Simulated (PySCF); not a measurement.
# Predicted spectroscopic data

Theoretical values (PySCF 2.14): σ from GIAO-PBE0/pcSseg-1, coordinates at the GFN2-xTB level, spin–spin couplings from B3LYP/pcJ-1. Relativity neglected, equivalent nuclei averaged, one computed conformer, in vacuum.

References, each an isolated molecule treated in the same way: ¹H and ¹³C against TMS. Multiplet labels drop J under 1 Hz and among equivalent protons, and merge close values. Unscaled 3J(H,H) run several per cent high. Splittings of carbon signals by F and P are missing where no couplings were computed. Where no couplings were computed, multiplicities follow the n + 1 count of equivalent neighbours, and m marks all less simple cases (inequivalent or close neighbours, rings, F or P nearby). Acid and N–H amide carbonyl carbons lie up to 10 ppm further downfield in solution (hydrogen bonding). Shifts are as computed. Against solution values, carbons near 30 ppm lie about +3 ppm off and those near 130 ppm about +5 ppm; carbons on Cl a further +6 ppm. Of 1211 compounds with measured shifts, 218 miss one by over three times the rms of a fit or turn the order of signals round; such compounds aren't used in these exercises. Carbons bonded to Cl come out too deshielded. OH and NH positions are gas-phase values without hydrogen bonding to other molecules.

**1.** `InChI=1S/C4H5F3O2Si/c5-4(6,7)1-3(2-8)10-9/h1-2,9H,10H2/b3-1-`. ¹H NMR (600 MHz, computed): δ 10.35 (s, 1H), 6.76 (m, 1H), 5.30 (s, 2H), 2.27 (br s, 1H). ¹³C{¹H} NMR (computed): δ 199.7, 168.2, 142.2, 133.4.

**2.** propiolic acid (SMILES C#CC(=O)O). ¹H NMR (600 MHz, computed): δ 6.38 (br s, 1H), 2.36 (s, 1H). ¹³C{¹H} NMR (computed): δ 157.2 (C), 84.6 (CH), 77.9 (C).

**3.** `C=C[C@@H]1C[C@@]1(C)C(=O)Cl`, C$_{7}$H$_{9}$ClO. ¹H NMR (600 MHz, computed): δ 5.78 (m, 1H), 5.66 (m, 1H), 5.65 (m, 1H), 2.24 (m, 1H), 1.85 (m, 1H), 1.53 (s, 3H), 0.90 (m, 1H). ¹³C{¹H} NMR (computed): δ 188.2, 144.5, 127.3, 43.6, 35.4, 31.6, 20.4.
